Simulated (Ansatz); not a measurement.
System: BSiH₄, charge 0, doublet. BSiH4 (SMILES B[SiH2], doublet).
B3LYP-D3(BJ)/def2-TZVP minimum from Ansatz (a first-principles code):
```xyz
6

B     -0.7753    -1.0677     0.3304
H     -0.3497    -1.9010     1.0648
H     -1.8734    -1.1604    -0.1174
Si     0.3212     0.4423    -0.1369
H     -0.0948     1.5399    -1.0374
H      1.6984     0.6683     0.3540
```
Charge 0, spin multiplicity 2.

Total energies in cc-pV(D+d)Z, 11 correlated electrons, 6 frozen orbitals. Open shells are spin-unrestricted; no spin-orbit coupling. Correlated methods leave the cores frozen. No relativity.

```tsv
method	program	energy (Eh)	minus CCSDT(Q) (mEh)
HF	Ansatz	-315.88059	221.68
MP2	Ansatz	-316.05451	47.76
CCSD	Ansatz	-316.09545	6.82
CCSD(T)	Ansatz	-316.10089	1.39
CCSDT(Q)	Ansatz	-316.10227	0.00
```

Rough core times of Ansatz's runs on a shared machine: CCSD(T) under 20 s, CCSDT(Q) 40 s.
